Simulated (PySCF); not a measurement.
**Continuum solvent and chemical shifts**

Mapped SMILES: `[CH3:1][CH2:2][S:3](=[O:4])(=[O:5])[N-:6][S:7]([CH3:8])(=[O:9])=[O:10]`; H(Xn) means a hydrogen on atom n.

GIAO PBE0/pcSseg-1 in PySCF 2.14 on one PBE0-D3(BJ)/def2-SVP conformer, non-relativistic, equivalent nuclei averaged. Solvents enter as an IEF-PCM continuum (cyclohexane with ε = 2.0, chloroform with ε = 4.7) around the gas-phase geometry. Shifts are referred to TMS, CS2 computed in the same medium.

Gas phase, δ in ppm: C2 51.4, C8 45.6, C1 11.2, S3 309.5, S7 298.6, H(C2) 2.91, H(C8) 2.66, H(C1) 1.12. Dipole moment 2.51 D.

(1) How does each δ change in the continuum?

(2) Which nuclei move most (in ppm), and what does the model miss?

Answers

(1) 
```csv
atoms,environment,"Δδ, cyclohexane","Δδ, chloroform"
C2,sp3 CH2 bonded to S,+1.3,+2.5
C8,methyl carbon bonded to S,+1.1,+2.1
C1,methyl carbon,0.0,+0.2
S3,sulfonyl sulfur,+2.2,+4.0
S7,sulfonyl sulfur,+2.1,+3.9
H(C2),hydrogen on an sp3 CH2 bonded to S,+0.10,+0.20
H(C8),hydrogen on a methyl carbon bonded to S,+0.15,+0.28
H(C1),hydrogen on a methyl carbon,+0.07,+0.12
```

Changes are relative to the gas phase. The dipole moment becomes 2.86 D in cyclohexane, 3.18 D in chloroform.

(2) S3 (sulfonyl sulfur, +4.0 ppm) and S7 (sulfonyl sulfur, +3.9 ppm) in chloroform. A continuum only polarises the solute; specific hydrogen bonds, the anisotropy of aromatic solvents and changes of geometry or conformer are outside it, as are counter-ions.
